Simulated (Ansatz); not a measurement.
Consider the substitution at a C–C bond: `CCC#N` + `OB(O)S` → `CCSB(O)O` + `C#N`.

Gas-phase electronic energies from Ansatz, PBE0-D4/def2-TZVP geometries. CCSD(T)/CBS is the MP2 limit (def2-TZVPP, def2-QZVPP) plus CCSD(T) − MP2 in def2-TZVPP, frozen cores. This one scheme is used for every species. Functionals use def2-TZVPP. B3LYP here is the variant with VWN-RPA as its local correlation; programs differ in this. One conformer a species, not always the lowest.

| level | ΔE (kJ/mol) | difference from CCSD(T)/CBS |
| --- | --- | --- |
| r2SCAN-D4 | 39.3 | 7.0 |
| B3LYP-D4 | 38.1 | 5.8 |
| ωB97X-V | 37.9 | 5.6 |
| ωB97M-V | 36.7 | 4.4 |
| PBE0 | 45.2 | 12.9 |
| B3LYP | 46.2 | 13.9 |
| CCSD(T)/def2-TZVPP | 35.1 | 2.8 |
| HF/def2-QZVPP | 52.1 | 19.8 |
| HF/CBS(def2) | 52.1 | 19.8 |
| MP2/CBS(def2) | 30.5 | -1.8 |
| CCSD(T)/CBS | 32.3 | 0 |

Largest T1 diagnostic among the species: 0.014.

The D4 term adds −8.0 kJ/mol with B3LYP and −4.5 kJ/mol with PBE0; it sums over pairs of atoms, weighted by their polarisabilities, and B3LYP, whose exchange is more repulsive, gets the larger term. In def2-TZVPP, CCSD(T) changes the Hartree–Fock value by −16.7 kJ/mol (the triples alone add −3.3 kJ/mol) and MP2 by −18.4 kJ/mol.
